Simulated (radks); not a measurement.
The numbers below are computed, except where a source is named.
Task: Radial electron density D(r) = 4 pi r^2 rho(r) of an atom or ion with 9 electrons. Code: a radial shooting solver on a logarithmic mesh with Libxc functionals. Model: scalar-relativistic Kohn-Sham, r2SCAN, spin-polarised, spherical densities, finite nucleus; meta-GGA in the generalised Kohn-Sham scheme; Fermi nuclear charge, rms radius of each element as measured or else 0.836 A^(1/3) + 0.57 fm.

r (bohr),D(r) (e/bohr),spin D(r)
0.003914,1.412,-0.000128
0.004309,1.676,-0.000142
0.004781,2.013,-0.000154
0.005263,2.379,-0.000160
0.005793,2.806,-0.000157
0.006377,3.301,-0.000138
0.007019,3.872,-0.0000950
0.007726,4.530,-0.0000143
0.008573,5.348,0.000138
0.009437,6.211,0.000369
0.01039,7.185,0.000727
0.01143,8.275,0.00127
0.01259,9.484,0.00208
0.01397,10.93,0.00338
0.01537,12.38,0.00516
0.01692,13.94,0.00769
0.01863,15.58,0.0113
0.0205,17.28,0.0164
0.02275,19.14,0.0242
0.02504,20.84,0.0342
0.02757,22.46,0.0481
0.03035,23.93,0.0669
0.0334,25.20,0.0924
0.03706,26.26,0.130
0.0408,26.88,0.176
0.04491,27.11,0.236
0.04943,26.92,0.314
0.05441,26.32,0.413
0.0599,25.35,0.538
0.06646,23.96,0.707
0.07316,22.52,0.898
0.08053,21.07,1.12
0.08864,19.79,1.39
0.09758,18.85,1.69
0.1083,18.39,2.04
0.1192,18.55,2.39
0.1312,19.28,2.74
0.1444,20.47,3.07
0.159,21.94,3.35
0.1764,23.53,3.58
0.1942,24.67,3.68
0.2137,25.19,3.67
0.2352,24.88,3.52
0.259,23.64,3.25
0.2873,21.27,2.84
0.3163,18.35,2.39
0.3482,15.01,1.91
0.3832,11.58,1.45
0.4218,8.389,1.03
0.4643,5.671,0.683
0.5152,3.408,0.403
0.5672,1.953,0.228
0.6243,1.022,0.117
0.6872,0.4843,0.0549
0.7564,0.2058,0.0230
0.8394,0.07118,0.00784
0.9239,0.02331,0.00253
1.017,0.006608,0.000708

What is the nuclear charge?

Result: Z = 23. The innermost maximum, from 1s, lies near gamma/Z bohr with gamma = sqrt(1 - (Z/c)^2) = 0.986, here 0.0429 bohr (found: 0.0453), and its height grows with Z. The density is that of the vanadium ion V14+ in [He] 2s2 2p5; the configuration itself is not fixed sharply by these data, and Z only to about a unit. D(r) has 2 maxima, at r = 0.0453, 0.217 bohr, and minima at 0.111 bohr, inside which lie 2.20 electrons.
